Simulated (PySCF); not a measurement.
Frontier orbitals and the lowest excitations

Compound: AlCl2(vinyl), C2H3AlCl2.
Z-matrix (Å and degrees, PBE0-D3(BJ)/def2-SVP geometry), rows numbered from 1:
```
Al
Cl  1  2.0952
Cl  1  2.0962  2  117.80
C   1  1.9223  2  122.98  3  -179.85
C   4  1.3427  1  120.94  2   178.42
H   4  1.0980  1  121.30  2    -1.33
H   5  1.0969  4  122.07  1     0.18
H   5  1.0974  4  122.24  1  -179.85
```

Level of theory: TDDFT wB97X-D/def2-SVPD, vertical, gas phase, core orbitals frozen in the response in PySCF.

Frontier orbitals with the atoms that hold most of them (Löwdin shares over 4%, at most four atoms; ? is withheld):

```
orbital  ε (eV)                             atoms
 LUMO+2    2.22  C4 27%, Al1 24%, C5 15%, Cl3 14%
 LUMO+1    0.76  Al1 64%, Cl2 12%, Cl3 12%, C4 6%
   LUMO    0.03                                 ?
   HOMO       ?            C4 41%, C5 38%, Al1 5%
 HOMO-1  -10.81                                 ?
 HOMO-2  -11.14                  Cl3 55%, Cl2 40%
 HOMO-3  -11.40          Cl3 46%, Cl2 46%, Al1 8%
```

Which atoms hold the HOMO-1, and with what shares?

C4 (bonded to Al, C and H) 31%; Cl2 (bonded to Al) 18%; Al1 (bonded to C and 2 Cl) 14%; C5 (bonded to C and 2 H) 13%. By element: carbon 44%, chlorine 18% or more, aluminium 14%.

Which atoms hold the LUMO, and with what shares?

Al1 (bonded to C and 2 Cl) 30%; C5 (bonded to C and 2 H) 25%; C4 (bonded to Al, C and H) 22%; Cl2 (bonded to Al) 9%. By element: carbon 47%, aluminium 30%, chlorine 9% or more.

What is the HOMO energy, and the HOMO–LUMO gap?

ε(HOMO) = -10.45 eV; the gap is 10.47 eV (0.3849 hartree).

The HOMO–LUMO gap is 10.47 eV. Where does the response calculation put the lowest singlet, and from which orbitals?

S1 is at 5.87 eV (f = 0.0020), 4.60 eV below the gap, made of HOMO-1→LUMO (92%). Its leading pair isn't HOMO and LUMO; the energies of that pair differ by 10.84 eV. 

One configuration dominates each of S1, S2, S3, S4, S7 and S8. Which, and how do the shares of the two leading atoms of either orbital change from the occupied to the empty one?

- S1 (5.87 eV, f 0.0020), HOMO-1→LUMO (92%): C4 31% → 22%, Cl2 18% → 9%, Al1 14% → 30%, C5 13% → 25%
- S2 (6.45 eV, f 0.271), HOMO→LUMO (98%): C4 41% → 22%, C5 38% → 25%, Al1 5% → 30%
- S3 (6.83 eV, f 0.0001), HOMO-2→LUMO (92%): Cl3 55% → at most 10%, Cl2 40% → 9%, Al1 at most 4% → 30%, C5 at most 4% → 25%
- S4 (7.05 eV, f 0.016), HOMO→LUMO+1 (89%): C4 41% → 6%, C5 38% → at most 6%, Al1 5% → 64%, Cl2 at most 4% → 12%
- S7 (7.46 eV, f 0.153), HOMO-1→LUMO+1 (77%): C4 31% → 6%, Cl2 18% → 12%, Al1 14% → 64%
- S8 (7.57 eV, f 0.115), HOMO-2→LUMO+1 (74%): Cl3 55% → 12%, Cl2 40% → 12%, Al1 at most 4% → 64%

One conformer stands for the species.
